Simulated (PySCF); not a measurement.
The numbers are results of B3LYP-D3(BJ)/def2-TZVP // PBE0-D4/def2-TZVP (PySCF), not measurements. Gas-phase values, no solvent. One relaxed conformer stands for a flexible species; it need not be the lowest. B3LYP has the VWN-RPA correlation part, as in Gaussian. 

Reference species (SMILES): `[SiH3]CN[SiH3]` (Si–C–N–Si torsion 155°) (neutral, multiplicity 1).

- S1 oscillator strength = 0.004
- HOMO–LUMO gap = 6.59 eV

Changed species: `[Si@@H]([SiH3])(N)C`.

Question: Predict the effect on the S1 oscillator strength and HOMO–LUMO gap.

Answer: the S1 oscillator strength increases by 0.012, to 0.016; the HOMO–LUMO gap rises by 0.23 eV, to 6.82 eV.
